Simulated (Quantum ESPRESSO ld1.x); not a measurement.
Results of a calculation; reference values are marked as such.
Input (ld1.x (Quantum ESPRESSO 7.5)):

```
 &input
    atom='Te',
    iswitch=1,
    rel=0,
    lsd=1,
    dft='SLA-VWN',
    config='[Kr] 5s0 4d0',
    prefix='ld1',
    max_out_wfc=37,
    file_charge='ld1.rho',
 /
```

Command: `OMP_NUM_THREADS=1 ld1.x < ld1.in > ld1.out`

Output (excerpt):

```
     Program LD1 v.7.5 starts

     --------------------------- All-electron run ----------------------------

     atomic number is 52.00
     dft =SLA-VWN   lsd =1 sic =0 latt =0  beta=0.20 tr2=1.0E-14
     Exchange-correlation= SLA-VWN
                           (   1   2   0   0   0   0   0)
     mesh =1945 r(mesh) =  99.55958 a.u. xmin = -7.00 dx = 0.00800
     1 Ry =  13.60569312 eV

     n l     nl                  e(Ry)          e(Ha)          e(eV)
     1 0     1S 1( 1.00)     -2260.8304     -1130.4152    -30760.1643
     2 0     2S 1( 1.00)      -363.2793      -181.6396     -4942.6664
     2 1     2P 1( 3.00)      -342.9037      -171.4519     -4665.4426
     3 0     3S 1( 1.00)       -94.2219       -47.1109     -1281.9537
     3 1     3P 1( 3.00)       -85.7210       -42.8605     -1166.2934
     4 0     4S 1( 1.00)       -36.0184       -18.0092      -490.0558
     4 1     4P 1( 3.00)       -32.8367       -16.4184      -446.7667
     3 2     3D 1( 5.00)       -69.9914       -34.9957      -952.2810
     5 0     5S 1( 0.00)       -18.6340        -9.3170      -253.5280
     4 2     4D 1( 0.00)       -27.2775       -13.6387      -371.1289
     1 0     1S 2( 1.00)     -2260.8304     -1130.4152    -30760.1643
     2 0     2S 2( 1.00)      -363.2793      -181.6396     -4942.6664
     2 1     2P 2( 3.00)      -342.9037      -171.4519     -4665.4426
     3 0     3S 2( 1.00)       -94.2219       -47.1109     -1281.9537
     3 1     3P 2( 3.00)       -85.7210       -42.8605     -1166.2934
     4 0     4S 2( 1.00)       -36.0184       -18.0092      -490.0558
     4 1     4P 2( 3.00)       -32.8367       -16.4184      -446.7667
     3 2     3D 2( 5.00)       -69.9914       -34.9957      -952.2810
     5 0     5S 2( 0.00)       -18.6340        -9.3170      -253.5280
     4 2     4D 2( 0.00)       -27.2775       -13.6387      -371.1289

     final scf error:  1.8E-15 reached in  17 iterations

     Etot =  -13027.149504 Ry,   -6513.574752 Ha, -177243.398422 eV
     Total magnetization:    0.00 Bohr mag.

     Ekin =   13021.343312 Ry,    6510.671656 Ha,  177164.401148 eV
     Encl =  -29894.367927 Ry,  -14947.183963 Ha, -406733.596120 eV
     Eh   =    4148.810435 Ry,    2074.405218 Ha,   56447.441606 eV
     Exc  =    -302.935324 Ry,    -151.467662 Ha,   -4121.645056 eV
```

Run on one thread of a shared host, so times are rough (Intel(R) Xeon(R) Processor @ 2.60GHz): 0.6 s of CPU time, 0.65 s wall, 17 iterations on 1945 mesh points.
